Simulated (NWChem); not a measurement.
System: C$_{4}$H$_{4}$OS; SMILES O=C1CC=CS1

Output (shortened):

```
             Northwest Computational Chemistry Package (NWChem) 7.3.0
             --------------------------------------------------------

                             Geometry "geometry" -> ""
                             -------------------------

 Output coordinates in angstroms (scale by  1.889725989 to convert to a.u.)

  No.       Tag          Charge          X              Y              Z
 ---- ---------------- ---------- -------------- -------------- --------------
    1 O                    8.0000     0.10700100    -2.16055300     0.00000000
    2 C                    6.0000     0.16539400    -0.95994700     0.00000000
    3 C                    6.0000     1.43932100    -0.10553400     0.00000000
    4 C                    6.0000     1.05042700     1.33964100     0.00000000
    5 C                    6.0000    -0.26603800     1.57589900     0.00000000
    6 S                   16.0000    -1.30295200     0.13468300     0.00000000
    7 H                    1.0000     2.03434900    -0.39076600    -0.87893500
    8 H                    1.0000     2.03434900    -0.39076600     0.87893500
    9 H                    1.0000     1.79291900     2.13106700     0.00000000
   10 H                    1.0000    -0.74289300     2.54938300     0.00000000

 Effective nuclear repulsion energy (a.u.)     270.1126190396

                                 NWChem DFT Module
                                 -----------------

 Summary of "ao basis" -> "ao basis" (spherical)
 ------------------------------------------------------------------------------
       Tag                 Description            Shells   Functions and Types
 ---------------- ------------------------------  ------  ---------------------
 O                          def2-svp                 6       14   3s2p1d
 C                          def2-svp                 6       14   3s2p1d
 S                          def2-svp                 8       18   4s3p1d
 H                          def2-svp                 3        5   2s1p

 in cosmo_initialize ...
 calling solv_data for solv:propanol

 solvent parameters
 solvname_short: propanol
 solvname_long:  1-propanol
 dielec:       20.5240
 dielecinf:     1.9182
 nonaqueous SMD model solvent descriptors
 dielec:       20.5240
 sola:          0.3700
 solb:          0.4800
 solc:          0.0000
 solg:         33.5700
 solh:          0.0000
 soln:          1.3850

          ---------------
          -cosmo- solvent
          ---------------
 Cosmo: York-Karplus, doi: 10.1021/jp992097l
 dielectric constant -eps-     =  20.52
 screen = (eps-1)/(eps    )    =   0.95128
 surface charge correction     = lagrangian

   van der Waals surface
 --------------------------

[...]

                                COSMO-SMD solvation results
                                ---------------------------

             internal energy in gas <Psi(g)|H|Psi(g)> =      -627.819459500328
         internal energy in solvent <Psi(s)|H|Psi(s)> =      -627.817079575383
                               delta internal energy  =         0.002379924945 (    1.49 kcal/mol)
   total free energy in solvent <Psi(s)|H+V/2|Psi(s)> =      -627.830097223157
 polarization energy contribution <Psi(s)|V/2|Psi(s)> =        -0.013017647773 (   -8.17 kcal/mol)
    total free energy in solvent including G(SMD-CDS) =      -627.829135856634
                       G(SMD-CDS) energy contribution =         0.000961366522 (    0.60 kcal/mol)
     1 M fixed-concentration free energy of solvation =        -0.009676356306 (   -6.07 kcal/mol)

                       DFT Final Molecular Orbital Analysis
                       ------------------------------------

 Vector   24  Occ=2.000000D+00  E=-3.903346D-01
              MO Center= -2.8D-01,  6.9D-01,  5.0D-09, r^2= 2.9D+00
   Bfn.  Coefficient  Atom+Function         Bfn.  Coefficient  Atom+Function
  ----- ------------  ---------------      ----- ------------  ---------------
    83      0.370697   6 S  pz               62      0.329886   5 C  pz
    80      0.286904   6 S  pz               65      0.230394   5 C  pz
    48      0.201539   4 C  pz               77      0.161656   6 S  pz
    34     -0.144931   3 C  pz               89      0.124522   7 H  s
    94     -0.124522   8 H  s                51      0.119461   4 C  pz

 Vector   25  Occ=2.000000D+00  E=-3.360908D-01
              MO Center= -7.9D-02, -9.7D-01,  7.2D-11, r^2= 3.2D+00
   Bfn.  Coefficient  Atom+Function         Bfn.  Coefficient  Atom+Function
  ----- ------------  ---------------      ----- ------------  ---------------
     4      0.468393   1 O  px                7      0.360632   1 O  px
    31     -0.348843   3 C  s                81      0.310619   6 S  px
    78      0.214546   6 S  px               32      0.207675   3 C  px
    35      0.195190   3 C  px               18     -0.193716   2 C  px
    82     -0.184781   6 S  py               79     -0.174820   6 S  py

 Vector   26  Occ=2.000000D+00  E=-2.862314D-01
              MO Center= -2.6D-01,  4.9D-01,  3.5D-09, r^2= 3.4D+00
   Bfn.  Coefficient  Atom+Function         Bfn.  Coefficient  Atom+Function
  ----- ------------  ---------------      ----- ------------  ---------------
    83      0.493092   6 S  pz               48     -0.327012   4 C  pz
    80      0.321983   6 S  pz               51     -0.255158   4 C  pz
    62     -0.250765   5 C  pz                6     -0.184662   1 O  pz
    65     -0.180297   5 C  pz               77      0.180081   6 S  pz
     9     -0.158066   1 O  pz               89     -0.076232   7 H  s

 Vector   27  Occ=0.000000D+00  E= 8.278702D-03
              MO Center=  3.4D-01, -6.7D-01,  2.5D-09, r^2= 3.2D+00
   Bfn.  Coefficient  Atom+Function         Bfn.  Coefficient  Atom+Function
  ----- ------------  ---------------      ----- ------------  ---------------
    23      0.526509   2 C  pz               20      0.467301   2 C  pz
     9     -0.400803   1 O  pz               90      0.355811   7 H  s
    95     -0.355811   8 H  s                 6     -0.335011   1 O  pz
    51      0.259386   4 C  pz               65     -0.237014   5 C  pz
    83     -0.176814   6 S  pz               48      0.175120   4 C  pz

 Vector   28  Occ=0.000000D+00  E= 4.599905D-02
              MO Center=  1.9D-01,  9.3D-01,  3.7D-09, r^2= 3.3D+00
   Bfn.  Coefficient  Atom+Function         Bfn.  Coefficient  Atom+Function
  ----- ------------  ---------------      ----- ------------  ---------------
    65     -0.647671   5 C  pz               51      0.636672   4 C  pz
    62     -0.382155   5 C  pz               83      0.379414   6 S  pz
    48      0.373139   4 C  pz               23     -0.250361   2 C  pz
    20     -0.230449   2 C  pz                9      0.182777   1 O  pz
    80      0.151994   6 S  pz                6      0.150631   1 O  pz

 Vector   29  Occ=0.000000D+00  E= 6.523790D-02
              MO Center= -8.1D-01,  1.2D-01, -1.3D-11, r^2= 3.1D+00
   Bfn.  Coefficient  Atom+Function         Bfn.  Coefficient  Atom+Function
  ----- ------------  ---------------      ----- ------------  ---------------
    82      0.983318   6 S  py               59     -0.977098   5 C  s
    17      0.942994   2 C  s                31     -0.762686   3 C  s
    22      0.640987   2 C  py               45      0.472100   4 C  s
    64      0.352854   5 C  py               35      0.325498   3 C  px
    18     -0.253755   2 C  px               79      0.254399   6 S  py

     Multipole analysis of the density
     ---------------------------------

     L   x y z        total         alpha         beta         nuclear
     -   - - -        -----         -----         ----         -------
     0   0 0 0     -0.000000    -26.000000    -26.000000     52.000000

     1   1 0 0      1.008545      1.012492      1.012492     -1.016438
     1   0 1 0      1.513102      0.879595      0.879595     -0.246088
     1   0 0 1     -0.000000     -0.000000     -0.000000      0.000000

     2   2 0 0    -28.130658   -119.299552   -119.299552    210.468445
     2   1 1 0     -0.399418      0.258351      0.258351     -0.916120
     2   1 0 1     -0.000000     -0.000000     -0.000000      0.000000
     2   0 2 0    -33.617301   -160.088197   -160.088197    286.559094
     2   0 1 1     -0.000000     -0.000000     -0.000000      0.000000
     2   0 0 2    -31.646648    -18.582067    -18.582067      5.517485
```

Level: M06-2X/def2-SVP, SMD on the gas-phase geometry. Structure relaxed at the B3LYP/6-31G* (spherical d) level. Solvent: 1-propanol.

### Question
Reconstruct the input file.

### Answer
One answer among several that fit: the input that was run:
```
start job
memory heap 200 mb stack 900 mb global 1100 mb
geometry units angstroms noautosym nocenter noautoz
  O      0.107001    -2.160553     0.000000
  C      0.165394    -0.959947     0.000000
  C      1.439321    -0.105534     0.000000
  C      1.050427     1.339641     0.000000
  C     -0.266038     1.575899     0.000000
  S     -1.302952     0.134683     0.000000
  H      2.034349    -0.390766    -0.878935
  H      2.034349    -0.390766     0.878935
  H      1.792919     2.131067     0.000000
  H     -0.742893     2.549383     0.000000
end
basis spherical
  * library def2-svp
end
dft
  xc m06-2x
  iterations 150
end
cosmo
  do_cosmo_smd true
  solvent propanol
end
task dft energy
```
